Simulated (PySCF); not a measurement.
C3H7BO, SMILES BCCC=O, singlet (GFN2-xTB optimised geometry):

```
12

B      1.217    -1.227    -0.072
C      0.514     0.173     0.000
C     -1.021     0.173     0.000
C     -1.562     1.571     0.000
O     -2.384     2.007     0.756
H      0.600    -2.214    -0.172
H      2.384    -1.270    -0.033
H      0.864     0.704     0.892
H      0.869     0.785    -0.838
H     -1.410    -0.369     0.863
H     -1.381    -0.317    -0.908
H     -1.117     2.214    -0.789
```

Method: B3LYP/def2-TZVP (PySCF).

Task: What are the frontier orbital energies and the dipole moment?

Result: HOMO-2 -9.51 eV, HOMO-1 -9.34 eV, HOMO -7.14 eV, LUMO -1.98 eV, LUMO+1 -0.92 eV; dipole moment 2.64 D.

Meta-Löwdin charges at B3LYP/def2-TZVP: B1 0.06, C2 -0.30, C3 -0.23, C4 0.30, O5 -0.39, H6 0.01, H7 0.01, H8 0.13, H9 0.13, H10 0.12, H11 0.12, H12 0.06.
